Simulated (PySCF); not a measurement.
GaH2, SMILES [GaH2+], charge +1. Geometry optimised at B3LYP-D3(BJ)/def2-TZVPD. The spin state was assumed, not searched. The isomer is the one that the SMILES or the coordinates give; other isomers of the formula were not compared.

TDA-B3LYP/def2-TZVPD in PySCF 2.14.0 puts the lowest singlet excitations at 6.54, 6.54, 10.39, 10.69, 10.69, 11.75 eV.

Question: What are the lowest excitation roots from PySCF with ADC(2)/aug-cc-pVDZ? (The exact figures need the calculation; the answer reports its results.)

Answer: 7.00, 7.00, 10.35, 11.09, 11.09, 12.31 eV. S1 differs by 0.46 eV (second minus first; roots are paired by order, and the bases may differ).
